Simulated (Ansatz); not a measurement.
In14As14H34⁺, a nanocrystal cut from wurtzite InAs (hydrogen-capped). The state is a doublet with charge 1. Geometry PBE-D4/def2-SVP, that of the neutral singlet; atoms count from 1.

```xyz
62

As    0.913   -5.251   -1.477
In    3.302   -4.726   -0.182
In    0.020   -4.673    3.083
As    1.900   -3.326    1.638
In   -0.405   -3.367   -2.867
As    1.789   -2.289   -4.076
In   -2.853   -2.796    0.308
As   -1.975   -2.821    2.806
As   -0.961   -1.523   -1.068
In    1.075   -1.055    0.570
In    2.642    0.216   -3.521
As    3.059    0.038   -0.897
In   -1.448   -0.464    3.917
As    0.408    0.695    2.420
In    2.374    0.857    4.251
In    3.956    2.411   -0.044
As    4.270    2.010    2.590
As   -4.822   -0.922    0.186
In   -1.832    0.692   -2.288
As    0.408    1.668   -3.478
In   -4.505    1.685    0.871
As   -3.621    1.093    3.360
As   -2.364    2.505   -0.425
In   -0.442    2.984    1.363
In    1.190    4.140   -2.809
As    1.644    3.740   -0.208
In   -3.410    4.750   -1.495
As   -1.114    5.518   -2.839
H     0.929   -6.507   -2.348
H    -0.091   -5.763   -0.447
H     3.884   -6.236    0.450
H     4.105   -3.657   -1.304
H    -0.459   -6.001    2.057
H     0.513   -4.703    4.748
H     2.917   -2.784    2.644
H    -1.582   -3.885   -4.036
H     2.979   -3.207   -3.803
H     1.749   -2.488   -5.591
H    -3.410   -4.308   -0.363
H    -3.165   -3.369    3.602
H     3.942    0.741   -4.549
H     4.237   -0.930   -0.774
H    -1.206   -0.494    5.644
H     3.007   -0.744    4.515
H     2.010    2.100    5.409
H     5.319    3.079   -0.896
H     5.633    1.330    2.723
H     4.726    3.368    3.125
H    -6.100   -1.449    0.842
H    -5.353   -0.941   -1.247
H    -3.087    0.392   -3.466
H     0.059    1.804   -4.963
H    -6.011    2.560    0.856
H    -4.819    0.681    4.218
H    -3.382    2.436    4.049
H    -0.853    4.229    2.516
H     2.495    4.811   -3.745
H     2.029    5.139    0.281
H    -4.513    4.314   -2.768
H    -3.592    5.949   -0.249
H    -1.391    5.785   -4.319
H    -0.715    6.954   -2.497
```

In the def2 sets In takes a core potential; there is no spin–orbit coupling. Single mean-field runs in def2-SVP are fitted with def2-universal-jkfit.

Estimate the Mulliken populations of the heavy atoms from the PBE0/def2-SVP orbitals of Ansatz.


```
atom  charge (e)  spin (α − β)
 As1       -0.16          0.02
 In2        0.29          0.00
 In3        0.29          0.00
 As4       -0.28          0.14
 In5        0.35          0.00
 As6       -0.15          0.00
 In7        0.33         -0.01
 As8       -0.31          0.06
 As9       -0.44          0.13
In10        0.39         -0.02
In11        0.35          0.00
As12       -0.32          0.00
In13        0.35         -0.02
As14       -0.43          0.17
In15        0.29          0.01
In16        0.34          0.00
As17       -0.15          0.00
As18       -0.16          0.03
In19        0.34          0.00
As20       -0.33          0.00
In21        0.35         -0.02
As22       -0.16          0.05
As23       -0.43          0.21
In24        0.35          0.00
In25        0.33          0.00
As26       -0.33          0.01
In27        0.30          0.05
As28       -0.15          0.00
```
Mulliken values depend strongly on the basis.

Where does the spin sit?

Summed by element: As 0.83, In 0.01, H 0.16, of 1 unpaired in all. Largest on single atoms: As23 0.21, As14 0.17, As4 0.14.

And the Mayer bond orders between heavy atoms (over 0.3)?

As1–In2 0.57 (2.77 Å); As1–In5 0.75 (2.69 Å); In2–As4 0.68 (2.69 Å); In3–As4 0.65 (2.73 Å); In3–As8 0.61 (2.74 Å); As4–In10 0.79 (2.64 Å); In5–As6 0.67 (2.73 Å); In5–As9 0.79 (2.64 Å); As6–In11 0.69 (2.70 Å); In7–As8 0.81 (2.65 Å); In7–As9 0.77 (2.66 Å); In7–As18 0.65 (2.72 Å); As8–In13 0.78 (2.66 Å); As9–In10 0.77 (2.65 Å); As9–In19 0.68 (2.68 Å); In10–As12 0.74 (2.70 Å); In10–As14 0.82 (2.63 Å); In11–As12 0.77 (2.66 Å); In11–As20 0.78 (2.66 Å); As12–In16 0.74 (2.68 Å); In13–As14 0.80 (2.65 Å); In13–As22 0.63 (2.73 Å); As14–In15 0.65 (2.69 Å); As14–In24 0.69 (2.66 Å); In15–As17 0.58 (2.77 Å); In16–As17 0.75 (2.68 Å); In16–As26 0.76 (2.67 Å); As18–In21 0.68 (2.71 Å); In19–As20 0.72 (2.72 Å); In19–As23 0.78 (2.65 Å); As20–In25 0.75 (2.68 Å); In21–As22 0.69 (2.71 Å); In21–As23 0.85 (2.63 Å); As23–In24 0.75 (2.67 Å); As23–In27 0.58 (2.70 Å); In24–As26 0.72 (2.72 Å); In25–As26 0.76 (2.67 Å); In25–As28 0.74 (2.68 Å); In27–As28 0.59 (2.77 Å).
